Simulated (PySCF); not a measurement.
**Krypton: a sound run and one with changed settings**

Sound run: Kr [Kr], Kr⁺ [Ar] 3d10 4s2 4p5. All numbers are calculated (PySCF 2.14, the spin-free X2C one-electron Hamiltonian (Gaussian nucleus), in x2c-SVPall (5s4p3d, 32 functions)). In the sound run the correlated levels freeze [Ar] 3d10. The sound run starts from symmetry-adapted Hartree-Fock orbitals and uses a fine grid where one is needed.

A second run was set up differently.

```
species  method  sound run (hartree)  changed run (hartree)  converged
     Kr     MP2          -2787.81293            -2787.95359        yes
    Kr⁺     MP2          -2787.30440            -2787.44370        yes
```

Ionisation energy of Kr:

```
 method  sound run (eV)  changed run (eV)
    UHF          13.151            13.151
    MP2          13.838            13.875
SCS-MP2          13.761            13.782
```

Q: What was changed?
A. level shift left on
B. minimal basis
C. a valence shell is frozen
D. all electrons correlated in a valence basis

A: D. A valence basis has no tight correlating functions, so it recovers only part of the core correlation, and not evenly between atom and ion.
